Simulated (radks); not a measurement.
The numbers below are computed, except where a source is named.
Task: All-electron atom: Pd34+ in [He] 2s2 2p5.75 3s2 3d0.25 (fractional occupations, a model configuration). Level of theory: Dirac Kohn-Sham, PBE, spin-unpolarised, spherical densities, finite nucleus; open shells are shared between the two j in proportion to 2j + 1; Fermi nuclear charge, rms radius 4.5318 fm (a radial shooting solver on a logarithmic mesh with Libxc functionals).

Spin-orbit splittings of the eigenvalues, e(l+1/2) - e(l-1/2), with zeta = 2 splitting/(2l+1) and mean radii in bohr:

| shell | occ. | splitting (eV) | zeta (eV) | <r> j=l-1/2 | <r> j=l+1/2 |
|---|---|---|---|---|---|
| 2p | 5.75 | 166.1 | 110.8 | 0.1146 | 0.1193 |
| 3d | 0.25 | ? | ? | 0.2786 | 0.2808 |

Estimate the 3d splitting.

Result: 9.961 eV (zeta = 3.985 eV).
